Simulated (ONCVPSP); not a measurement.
**An all-electron radial function and its pseudo partner (Sb (Z = 51))**

Columns: radius, all-electron u(r) and pseudo u(r) of the 5s shell (level -12.83 eV) of antimony in the configuration [Kr] 4d10 5s2 5p3; PBE, scalar-relativistic, ONCV scheme, ONCVPSP 4.0.1.

| r (bohr) | all-electron | pseudo |
| --- | --- | --- |
| 0.095 | -0.1510 | 0.0195 |
| 0.190 | 0.1733 | 0.0380 |
| 0.285 | 0.2154 | 0.0561 |
| 0.380 | -0.0041 | 0.0763 |
| 0.475 | -0.2347 | 0.1018 |
| 0.570 | -0.3601 | 0.1346 |
| 0.665 | -0.3674 | 0.1743 |
| 0.760 | -0.2854 | 0.2187 |
| 0.855 | -0.1515 | 0.2650 |
| 0.950 | 0.0038 | 0.3123 |
| 1.045 | 0.1595 | 0.3620 |
| 1.140 | 0.3028 | 0.4168 |
| 1.235 | 0.4274 | 0.4781 |
| 1.330 | 0.5305 | 0.5443 |
| 1.425 | 0.6125 | 0.6104 |
| 1.520 | 0.6743 | 0.6693 |
| 1.615 | 0.7184 | 0.7154 |
| 1.710 | 0.7471 | 0.7462 |
| 1.805 | 0.7625 | 0.7624 |
| 1.900 | 0.7670 | 0.7669 |
| 1.995 | 0.7623 | 0.7623 |
| 2.090 | 0.7504 | 0.7503 |
| 2.185 | 0.7326 | 0.7325 |
| 2.280 | 0.7103 | 0.7103 |
| 2.375 | 0.6846 | 0.6846 |
| 2.470 | 0.6565 | 0.6565 |

Q: How many radial nodes do the two functions have?

A: The all-electron 5s function has n − l − 1 = 4 (the table is too coarse to show those close to the nucleus); the pseudo-wave has 0, since the states of the same l below it are removed with the core.

Q: At about which radius was the pseudo-wave matched?

A: 1.90 bohr, where the columns begin to agree (steps of 0.10 bohr).

Q: Is the pseudo-wave norm-conserving?

A: Yes: the ONCV scheme keeps the norm inside the radius equal to the all-electron one, which fixes the energy derivative of the logarithmic derivative at the level.
